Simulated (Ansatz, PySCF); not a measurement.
ethenoxysilane (C2H6OSi), SMILES C=CO[SiH3]. Atoms are numbered in the order given.

```xyz
10

C     -0.0984     2.3787     0.0000
C      0.3689     1.1289     0.0000
O     -0.4434     0.0389     0.0000
Si     0.0394    -1.5694     0.0000
H     -1.1725     2.5773     0.0000
H      0.5973     3.2185     0.0000
H      1.4493     0.9240     0.0000
H      0.8542    -1.8689    -1.2135
H     -1.2104    -2.3669     0.0000
H      0.8542    -1.8689     1.2135
```
Charge 0, spin multiplicity 1.

Geometry optimised at B3LYP-D3(BJ)/def2-SVP. The geometry has at least one imaginary mode, so it is a saddle point at that level. Other conformers were not sampled.

Vertical ionisation energy (IE) and electron affinity (EA) in eV. Rows of orbital energies are one-electron estimates. Where ΔSCF, EOM or ADC give a negative EA the extra electron is unbound and the value depends on the basis.

```tsv
level	IE	EA
−ε(HOMO), −ε(LUMO), ωB97X/def2-TZVP (PySCF)	9.23	-2.11
−ε(HOMO), −ε(LUMO), PBE/def2-TZVP (PySCF)	5.72	0.83
ΔSCF, CAM-B3LYP/def2-SVPD (Ansatz), final states of multiplicity 2 and 2	(withheld)	(withheld)
ΔSCF, PBE/def2-SVPD (Ansatz), final states of multiplicity 2 and 2	8.98	-1.31
```

**Question.** Fill in the missing entries. (Estimate from the structure and the level; the computed values follow.)

**Answer.** 
- ΔSCF, CAM-B3LYP/def2-SVPD (Ansatz, a first-principles code), final states of multiplicity 2 and 2, IE: 9.19
- ΔSCF, CAM-B3LYP/def2-SVPD (Ansatz), final states of multiplicity 2 and 2, EA: -1.64

**Question.** What vertical singlet–triplet gap does ΔSCF give with CAM-B3LYP/def2-SVPD (Ansatz) and with PBE/def2-SVPD (Ansatz)? (The exact figures need the calculation; the answer reports its results.)

**Answer.** 4.16 and 4.21 eV (triplet above singlet where positive).
